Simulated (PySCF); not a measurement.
Relaxation of singlet BF3

Level of theory: PBE0/[B def2-TZVP, F def2-TZVP], no relativity, density fitting, PySCF. A (50,194) grid was used.

A hand-made trigonal planar start, of D3h symmetry, held to at least that symmetry:

Coordinates in bohr (charge 0 multiplicity 1):
```
B     0.0000    0.0000    0.0000
F     2.8157    0.0000    0.0000
F    -1.4079    2.4385    0.0000
F    -1.4079   -2.4385    0.0000
```

**Question.** What forces act on the atoms at the start (eV/Å)?

**Answer.** 
| atom | Fx | Fy | Fz |
| --- | --- | --- | --- |
| B1 | 0.00 | 0.00 | 0.00 |
| F2 | -5.95 | 0.00 | 0.00 |
| F3 | 2.97 | -5.16 | 0.00 |
| F4 | 2.97 | 5.16 | 0.00 |

**Question.** What does it relax to?

**Answer.** It ends at D3h with B–F 1.311 Å (×3); F–B–F 120.0° (×3). A frequency run shows a minimum. Other isomers or separated fragments may lie lower.

**Question.** How much energy is released, and in how many steps?

**Answer.** 184.0 kJ/mol in 4 steps.
